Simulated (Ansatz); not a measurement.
Geometry optimisation of MnF₂.

```yaml
crystal:
  periodic: [false, false, false]
  atoms:
    - {symbol: Mn, position_ang: [-0.003563, -0.002049, -0.000054]}
    - {symbol: F, position_ang: [-0.014615, -0.019293, 1.790531]}
    - {symbol: F, position_ang: [0.018178, 0.021342, -1.790478]}
basis:
  gaussian: {orbitals: def2-TZVP}
magnetization: {spin_polarized: true, initial_magnetization: 1}
hamiltonian: {xc: pbe0, dispersion: d4}
scf: {omitted_lower_state_checks: [starts]}
output: {orbitals: {seedname: orbitals}}
relax: {f_tol: 0.02, max_steps: 100}
```

```sh
$ ansatz run in.yaml --threads 4 --pin off --events-out ev --progress --plain --max-ram 3916MiB
```

It prints (some lines left out):

```
Functional definition: PBE0
mean field -36745.96293485 eV, -1350.3892305474 hartree, gradient 5.1e-11 eV, S^2 2.626824; 0 other end points of the search recorded, 0 dependent functions left out
relax step   1: F+E_penalty+E_count = -36745.98801674 eV  Δ(F+E_penalty+E_count) = +0.000e0 eV  max|allowed force component| = 7.982e-1 eV/Å  Δτ_max = 0.0000 Å  (578 SCF iters, accepted)
mean field -36745.98436590 eV, -1350.3900181241 hartree, gradient 2.1e-10 eV, S^2 2.618792; 0 other end points of the search recorded, 0 dependent functions left out
relax step   2: F+E_penalty+E_count = -36746.00958521 eV  Δ(F+E_penalty+E_count) = -2.157e-2 eV  max|allowed force component| = 4.159e-1 eV/Å  Δτ_max = 0.0177 Å  (314 SCF iters, accepted)
mean field -36745.99157811 eV, -1350.3902831678 hartree, gradient 1.4e-10 eV, S^2 2.609534; 0 other end points of the search recorded, 0 dependent functions left out
relax step   3: F+E_penalty+E_count = -36746.01694537 eV  Δ(F+E_penalty+E_count) = -7.360e-3 eV  max|allowed force component| = 2.843e-2 eV/Å  Δτ_max = 0.0186 Å  (388 SCF iters, accepted)
mean field -36745.99162483 eV, -1350.3902848849 hartree, gradient 3.1e-11 eV, S^2 2.610147; 0 other end points of the search recorded, 0 dependent functions left out
relax step   4: F+E_penalty+E_count = -36746.01698262 eV  Δ(F+E_penalty+E_count) = -3.725e-5 eV  max|allowed force component| = 1.078e-3 eV/Å  Δτ_max = 0.0018 Å  (347 SCF iters, accepted)
mean field -36745.99162483 eV, -1350.3902848849 hartree, gradient 8.6e-11 eV, S^2 2.610147; 0 other end points of the search recorded, 0 dependent functions left out
Total energy: -36746.01701291 eV, -1350.3912178794 hartree
Atom 0 at    -0.000087    -0.000050     0.000000 Å, force     0.000164     0.000094     0.000003 eV/Å
Atom 1 at    -0.016032    -0.019894     1.755416 Å, force    -0.000072    -0.000035    -0.001078 eV/Å
Atom 2 at     0.016119     0.019944    -1.755418 Å, force    -0.000092    -0.000059     0.001076 eV/Å
Dipole moment:    -0.000121    -0.000069    -0.000002 e Å
Checks for a lower state left out: starts
```

Run time 71 s (4 threads of Arm Neoverse V2 on a shared host).

The charge 0 doublet is spin-contaminated (final ⟨S²⟩ up to 2.61, 0.75 for a pure state). At PBE0-D4/def2-TZVP a sextet of charge 0 lies 2.65 eV below the doublet, each at its own geometry.
